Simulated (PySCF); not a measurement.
## ScSe: energy against distance

Set-up: basis Sc x2c-TZVPPall, Se x2c-TZVPPall; spin-free X2C with a Gaussian nucleus; PySCF 2.14. Energies in eV from Sc (3d1 4s2) + Se in their ground configurations at the same level. State: ²Σ⁺ (doublet), unpaired electrons σ ↑.

All columns are PBE0. A positive dipole means Sc(−)Se(+).

```
R (Å)  E (eV)  μ (D)  Mulliken charge on Sc (basis-dependent)  HOMO (eV)  LUMO (eV)  Mayer bond order  ⟨S²⟩
1.940  -2.888  -4.45                                     0.17      -4.75      -2.31              2.74  0.76
2.030  -3.716  -4.80                                     0.20      -4.87      -2.42              2.68  0.76
2.121  -4.172  -5.16                                     0.22      -4.99      -2.52              2.64  0.76
2.188  -4.333  -5.44                                     0.23      -5.08      -2.60              2.60  0.76
2.256  -4.374  -5.72                                     0.24      -5.17      -2.67              2.58  0.76
2.324  -4.324  -6.02                                     0.26      -5.25      -2.75              2.55  0.76
2.414  -4.152  -6.42                                     0.28      -5.35      -2.84              2.51  0.76
2.527  -3.823  -6.93                                     0.30      -5.47      -2.94              2.45  0.77
2.662  -3.334  -7.53                                     0.34      -5.52      -3.04              2.38  0.80
2.843  -2.632  -8.06                                     0.38      -5.22      -3.11              2.26  0.93
```

A fit through these points gives, at Re = 2.250 Å, μ = -5.70 D and dμ/dR = -4.28 D/Å; the reduced mass is 28.77 u.

How strong is the fundamental in the double-harmonic approximation, I = 42.26·(dμ/dR)²/μred km/mol?

I = 42.26·(-4.28)²/28.77 = 26.9 km/mol at PBE0.

The metal atom is held in its measured ground configuration; semilocal functionals can put another filling of s and d lower by some tenths of an eV, and De to that atom would be smaller. ⟨S²⟩ of the unrestricted solution departs from its pure value on part of the curve, where spin states mix. Spin–orbit coupling is left out. With d or f electrons several states lie close, and the lowest PBE0 determinant need not be the measured ground state.
